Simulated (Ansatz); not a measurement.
Process, species as SMILES: N#P (N-P) + H+ → [NH+]#P
B3LYP-D3(BJ)/def2-TZVP geometries, fixed; electronic energies without zero-point terms; positive where energy is released.

Core correlation in the proton affinity at MP2 with Ansatz (a first-principles code), in kcal/mol: frozen core against 1s of Al to Cl frozen alone. Core-valence sets carry the plain set on hydrogen. A restricted Hartree-Fock determinant is unstable towards unrestricted orbitals. The proton sits at the site shown, which need not be the one that binds it best.

```
basis        functions, most  frozen core  1s of Al to Cl frozen alone  core term (second minus first)
-----------  ---------------  -----------  ---------------------------  ------------------------------
cc-pV(D+d)Z               42       193.90                       194.22                            0.32
cc-pCVDZ                  50       192.42                       192.61                            0.19
cc-pV(T+d)Z               83       193.34                       194.91                            1.58
cc-pCVTZ                 116       193.15                       193.22                            0.07
cc-pwCVTZ                116       193.38                       193.44                            0.06
cc-pV(Q+d)Z              149       192.38                       193.60                            1.22
cc-pCVQZ                 223       192.38                       192.38                            0.00
cc-pwCVQZ                223       192.36                       192.35                           -0.01
```

The largest core-valence set, cc-pwCVQZ, gives a core term of -0.01 kcal/mol; the valence set cc-pV(Q+d)Z, which lacks functions for the core, gives 1.22.
